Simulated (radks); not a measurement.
Valence configurations of Ga (all share [Ar]). All-electron calculation, Dirac Kohn-Sham, PBE, spin-unpolarised, spherical densities, finite nucleus; open shells are shared between the two j in proportion to 2j + 1; Fermi nuclear charge, rms radius 3.9973 fm. Program: a radial shooting solver on a logarithmic mesh with Libxc functionals. Energies are relative to 3d10 4s2 4p1; eigenvalues in eV.

valence	E (eV)	e(3d3/2)	e(3d5/2)	e(4p1/2)	e(4p3/2)	e(4s1/2)
3d10 4s2 4p1	0.000	-19.428	-18.966	-2.657	-2.542	-8.947
3d10 4s1 4p2	6.536	-21.309	-20.846	-3.438	-3.305	-10.042
3d9 4s2 4p2	20.312	-28.354	-27.858	-4.002	-3.832	-11.349
3d10 4p3	13.367	-23.006	-22.541	-4.119	-3.970	-
3d10 4s1.5 4p1.5	3.227	-20.397	-19.935	-3.063	-2.938	-9.519
3d8 4s2 4p3	48.554	-37.876	-37.345	-5.287	-5.060	-13.575
3d8 4p5	65.824	-40.816	-40.283	-6.451	-6.197	-
3d9.5 4s2 4p1.5	9.206	-23.816	-23.337	-3.341	-3.198	-10.177
3d9 4s1 4p3	27.898	-30.013	-29.516	-4.674	-4.488	-12.256
3d8.5 4s1.5 4p3	37.410	-33.844	-33.330	-4.974	-4.768	-12.911

NIST lists [Ar] 3d10 4s2 4p1 as the ground configuration; this level of theory agrees among the configurations tried. The energies are those of spherical spin-averaged densities, not of single terms.
